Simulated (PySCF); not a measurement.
Cyclopentanecarbaldehyde, C6H10O.
Z-matrix (Å and degrees, PBE0-D3(BJ)/def2-SVP geometry), rows numbered from 1:
```
O 
C   1  1.2012
C   2  1.5078  1  125.75
C   3  1.5379  2  113.62  1     6.14
C   4  1.5291  3  104.93  2   107.94
C   5  1.5258  4  103.33  3    34.37
C   6  1.5292  5  103.45  4   -42.15
H   2  1.1231  1  120.33  3   179.26
H   3  1.1047  2  105.40  1  -116.15
H   4  1.0993  3  110.77  2   -14.71
H   4  1.1008  3  110.02  2  -133.67
H   5  1.1035  4  109.94  3   -82.66
H   5  1.1002  4  113.19  3   157.58
H   6  1.1006  5  113.83  4  -164.92
H   6  1.1034  5  109.61  4    75.05
H   7  1.1040  3  110.00  2   -18.26
H   7  1.0995  3  112.84  2   100.62
```

Linear response at PBE0/def2-SVPD (PySCF, frozen core in the response, non-relativistic).

Static isotropic polarisability: 71.56 au (10.60 Å³), principal values 62.1, 73.8, 78.8 au.

Task: What is the polarisability at 1064 nm and at the sodium D line?

Result: 72.04 au at 1064 nm (+0.7 %), 73.17 au at 589.3 nm (+2.3 %). The rise at 589.3 nm is 3.34 times that at 1064 nm; a pure ω² law gives 3.26. The lowest singlet lies at 283 nm, shorter than both wavelengths.

Task: What is the isotropic C6 coefficient between two such molecules, C6 = (3/π)∫α(iω)² dω?

Result: 2305 au (Eh·bohr⁶) by a ten-point quadrature over imaginary frequencies, which is 1380 eV·Å⁶ or 133 J·nm⁶/mol.

Task: Which effective excitation energy ω̄ makes London's formula C6 = (3/4)α²ω̄ exact here?

Result: ω̄ = 4·C6/(3α²) = 0.600 Eh = 16.3 eV. A one-pole form α(ω) = α/(1 − ω²/ω̄²) fitted to the 1064 nm value gives 14.2 eV. London's choice of the ionisation energy (9.60 eV, ΔSCF at the same level) gives C6 = 1350 au, 41 % too low.

Task: What molar refraction at the D line follows from R = (4π/3)·N_A·α′, with α′ the polarisability volume?

Result: α′ = 10.84 Å³ gives R = 27.35 cm³/mol, for isolated, non-vibrating species.

Task: How many electrons N does the Slater–Kirkwood formula C6 = (3/4)·√N·α^(3/2) need to give this C6?

Result: N = (4·C6/3)²/α³ = 25.8; the species has 54 electrons in all.

Task: What n − 1 at the D line would an ideal gas of it have at 273.15 K and 1 atm (2.6868 × 10¹⁹ cm⁻³), by n − 1 = 2π·N·α′?

Result: 18.31 × 10⁻⁴, a formal value whether or not that pressure can be reached.

Task: What three-body coefficient follows from the one-pole estimate C9 = (3/4)·α·C6?

Result: 124000 au. This is an estimate from the two numbers above, not a computed integral.

Task: What does −C6/R⁶ come to at R = 12 Å between centres?

Result: -44 J/mol. This is the leading, orientation-averaged term; C8 and higher terms are left out.

Task: How anisotropic is the static polarisability, by Δα² = ½[(α1 − α2)² + (α2 − α3)² + (α3 − α1)²]?

Result: Δα = 14.8 au, or 0.21 of the isotropic value.

Cost: about 50 s of CPU time on one thread; the machine was shared, so the figure is rough. This is the whole response run at PBE0/def2-SVPD, SCF included.

One conformer stands for the species.
